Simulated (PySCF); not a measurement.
Job file and geometry (Å, from GFN2-xTB) of an NMR shielding run on `InChI=1S/C3H8B2F3N/c1-2(6)3(4-9)5(7)8/h3H,1,4H2,9H3/t3-/m1/s1`, GIAO PBE0/pcSseg-1 NMR shielding, non-relativistic, gas phase in PySCF; density fitting, a coarse starting grid and PySCF grid level 2 are the driver's defaults:

```
$ OMP_NUM_THREADS=1 python probes_run.py task.json out

{"job": {"kind": "nmr", "xc": "PBE0", "basis": "pcSseg-1"}, "charge": 0, "multiplicity": 1}
C     -2.538786    -0.246124     0.842097
C     -1.697842     0.311922    -0.008264
F     -2.174295     0.708142    -1.224113
C     -0.238463     0.559667     0.133814
B      0.599910    -0.867705    -0.222375
N      2.148932    -0.404842    -0.445342
B      0.256560     1.045531     1.517511
F      1.521973     1.482690     1.659568
F     -0.380490     0.991644     2.670731
H     -3.574931    -0.383371     0.592597
H     -2.202710    -0.571817     1.806005
H      0.050895     1.260740    -0.653883
H      0.224226    -1.327677    -1.246109
H      0.593347    -1.633276     0.682981
H      2.467143     0.090554     0.384117
H      2.207678     0.217646    -1.245782
H      2.729856    -1.221693    -0.604001
```

Q: What does the program print?

A: 
```
coarse grid: 14712 points
cycle   1  E = -522.4457159358  dE =  1.045e+00  |g| = 8.139e-01  |ddm| = 3.560e+00
cycle   2  E = -522.3908624179  dE =  5.485e-02  |g| = 1.054e+00  |ddm| = 1.270e+00
cycle   3  E = -522.5716775123  dE = -1.808e-01  |g| = 1.127e-01  |ddm| = 6.707e-01
cycle   4  E = -522.5743504804  dE = -2.673e-03  |g| = 4.695e-02  |ddm| = 1.405e-01
cycle   5  E = -522.5748731885  dE = -5.227e-04  |g| = 1.189e-02  |ddm| = 4.371e-02
cycle   6  E = -522.5749005684  dE = -2.738e-05  |g| = 4.534e-03  |ddm| = 1.201e-02
cycle   7  E = -522.5749052521  dE = -4.684e-06  |g| = 9.976e-04  |ddm| = 4.112e-03
final grid: 144824 points
cycle   8  E = -522.6365278668  dE = -7.855e-05  |g| = 9.279e-03  |ddm| = 3.183e-02
cycle   9  E = -522.6365187960  dE =  9.071e-06  |g| = 1.185e-02  |ddm| = 1.630e-02
cycle  10  E = -522.6365468401  dE = -2.804e-05  |g| = 1.323e-03  |ddm| = 8.803e-03
cycle  11  E = -522.6365471010  dE = -2.610e-07  |g| = 2.827e-04  |ddm| = 1.111e-03
cycle  12  E = -522.6365471120  dE = -1.101e-08  |g| = 9.310e-05  |ddm| = 2.425e-04
cycle  13  E = -522.6365471138  dE = -1.745e-09  |g| = 2.191e-05  |ddm| = 8.049e-05
cycle  14  E = -522.6365471139  dE = -1.031e-10  |g| = 4.637e-06  |ddm| = 2.235e-05
converged SCF energy = -522.6365471139

GIAO shielding tensors (ppm)
atom      isotropic    diamagn.    paramagn.     s11        s22        s33       span
  0 C       95.285     258.597    -163.312     -0.705    124.068    162.492    163.196
  1 C       10.123     249.480    -239.357    -98.964     61.450     67.884    166.847
  2 F      249.057     476.315    -227.258    172.897    274.350    299.923    127.027
  3 C      159.110     260.751    -101.641    138.682    150.832    187.815     49.132
  4 B      120.363     191.672     -71.309    108.289    114.639    138.162     29.874
  5 N      221.898     317.787     -95.889    211.530    221.705    232.458     20.928
  6 B       70.928     195.134    -124.205     34.907     80.034     97.844     62.937
  7 F      261.056     471.240    -210.184    115.024    312.177    355.969    240.945
  8 F      253.059     467.741    -214.681     93.933    292.516    372.729    278.796
  9 H       27.007      29.070      -2.063     24.185     25.293     31.542      7.357
 10 H       27.352      33.220      -5.868     24.386     25.938     31.732      7.346
 11 H       30.617      35.241      -4.624     26.895     31.329     33.627      6.732
 12 H       29.263      32.042      -2.779     25.617     30.645     31.528      5.910
 13 H       29.663      32.727      -3.064     26.462     30.735     31.791      5.329
 14 H       27.700      30.923      -3.223     19.653     26.277     37.168     17.515
 15 H       29.038      30.705      -1.667     23.312     25.709     38.092     14.780
 16 H       28.755      27.984       0.771     22.221     24.197     39.847     17.627
```

Size and cost of the density-fitted run: 193 basis functions, 72 s wall time on 1 thread of an Arm Neoverse N1, shared host; peak memory 0.85 GiB.
